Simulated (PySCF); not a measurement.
One ligand Y is varied and pulled off as a radical: Zn(OH)1–Y. Isolated molecules, 0 K electronic values unless said otherwise. One relaxed conformer stands for each flexible species; it need not be the lowest. Multiplicities are imposed; where one is given, others were not computed. Strings in code marks are SMILES.

The LUMO from two functionals at the same geometries (PBE-D3(BJ)/def2-SVP), both in PySCF: PBE-D3(BJ)/def2-TZVP and TPSSh-D3(BJ)/def2-TZVP. 

| species | PBE-D3(BJ)/def2-TZVP (eV) | TPSSh-D3(BJ)/def2-TZVP (eV) |
|---|---|---|
| Y = Cl ([Zn(OH)(Cl)]) | -2.39 | -1.85 |
| Y = F ([Zn(OH)(F)]) | -2.49 | -1.92 |
| Y = Br ([Zn(OH)(Br)]) | -2.42 | -1.90 |
| Y = OH | -2.05 | -1.52 |
| Y = NH2 ([Zn(OH)(NH2)]) | -1.65 | -1.15 |

Over these rows, drawn at random from the members with no instability flagged (it was tested for open shells, ions and some series alone), PBE minus TPSSh-D3(BJ): mean -0.53 eV, from -0.57 eV to -0.50 eV.
